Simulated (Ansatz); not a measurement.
Other settings, tried on the cluster As₂S₂.

```yaml
crystal:
  periodic: [false, false, false]
  atoms:
    - {symbol: As, position_ang: [-0.014889, 0.020764, 1.304547]}
    - {symbol: As, position_ang: [-1.018162, 0.141408, -0.803640]}
    - {symbol: S, position_ang: [0.277004, -1.676036, -0.228014]}
    - {symbol: S, position_ang: [0.756047, 1.513865, -0.272883]}
basis:
  gaussian: {orbitals: pcseg-2, point_charges: [{charge: 2.00, position_ang: [4.735, -0.278, 0.774]}]}
magnetization: {spin_polarized: true, initial_magnetization: 2}
hamiltonian: {xc: {name: HSE06}, pseudopotentials: {relativity: scalar}}
scf: {omitted_lower_state_checks: [starts]}
```

```sh
$ ansatz run in.yaml --threads 4 --pin off --events-out ev --progress --plain --max-ram 4787MiB
```

It prints (some lines left out):

```
Functional definition: HSE06
1040 factors; integrals over basis functions are off by at most 6.9e-4 eV
70 factors; integrals over basis functions are off by at most 3.8e-7 eV
mean field evaluation 1: about -144446.1255 eV, gradient 2.6e1 eV
mean field evaluation 2: about -144422.4809 eV, gradient 6.6e1 eV
mean field evaluation 4: about -144449.0131 eV, gradient 1.4e1 eV
mean field evaluation 8: about -144450.4552 eV, gradient 8.3e-1 eV
mean field evaluation 16: about -144450.4607 eV, gradient 1.9e-2 eV
mean field evaluation 32: about -144450.4608 eV, gradient 5.0e-5 eV
mean field -144450.46075377 eV, -5308.4565206620 hartree, gradient 6.0e-6 eV, S^2 2.016735; 0 other end points of the search recorded, 0 dependent functions left out
reference -144450.46078764 eV, -5308.4565219070 hartree; 50, 48 occupied and 104, 106 virtual orbitals, 1040 factors
Total energy: -144450.46078764 eV, -5308.4565219070 hartree
Relativity: scalar
Checks for a lower state left out: starts
```

Hardware: 4 threads of Arm Neoverse N1 on a shared host. Wall time 16 s, peak host memory 0.67 GiB.

HSE06 is defined as in plane-wave codes, on full-range PBE exchange.
